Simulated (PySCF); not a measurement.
Si(OMe)(SiH3) (CH₆OSi₂), SMILES CO[Si][SiH3] (connectivity only; charge and spin as stated), neutral, multiplicity 1.

Geometry optimised at B3LYP-D3(BJ)/def2-SVP. The structure was generated by enumeration; whether it is a known compound was not checked. One conformer was computed; it need not be the lowest.

Computed with PBE/def2-TZVP (PySCF).

Gas-phase values at a fixed geometry.

The total energy is -695.52077 hartree and the point group is Cs. The highest occupied level is -5.04 eV, the lowest empty level is -3.22 eV and the orbital gap comes out as 1.82 eV. The dipole moment is 1.91 D, the quadrupole, principal values (traceless, Buckingham form, about the centre of nuclear charge) is -6.38, 2.11, 4.27 D·Å and the mean static polarisability is 84.8 bohr³ (12.57 Å³). The polarisability, principal values comes out as 63.3, 76.3, 114.8 bohr³.
